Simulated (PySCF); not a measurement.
# Krypton: highly charged ions in a basis for the neutral atom

Kr⁶⁺ [Ar] 3d10 4s2, Kr⁷⁺ [Ar] 3d10 4s1. Computed with PySCF 2.14 in cc-pVTZ-PP with ECP10MDF (5s4p3d1f, 39 functions), with scalar relativity through the core potential. No spin-orbit coupling, so a gap to NIST mixes the basis error with missing relativistic terms.

Changed run: basis of the neutral atom used for a highly charged ion. This setting is unsound on purpose.

```csv
species,method,sound run (hartree),changed run (hartree),converged
Kr⁶⁺,UHF,not run,-452.57991,yes
Kr⁶⁺,BP86,not run,-453.93208,yes
Kr⁶⁺,M06-2X,not run,-454.01038,yes
Kr⁷⁺,UHF,not run,-448.64503,yes
Kr⁷⁺,BP86,not run,-449.89851,yes
Kr⁷⁺,M06-2X,not run,-449.98657,yes
```

Ionisation energy of Kr⁶⁺:

```tsv
method	changed run (eV)	NIST (eV)
UHF	107.07	109.13 ± 0.05
BP86	109.76	109.13 ± 0.05
M06-2X	109.49	109.13 ± 0.05
```

The contracted functions were made for the neutral atom and can be too rigid for a highly charged ion.
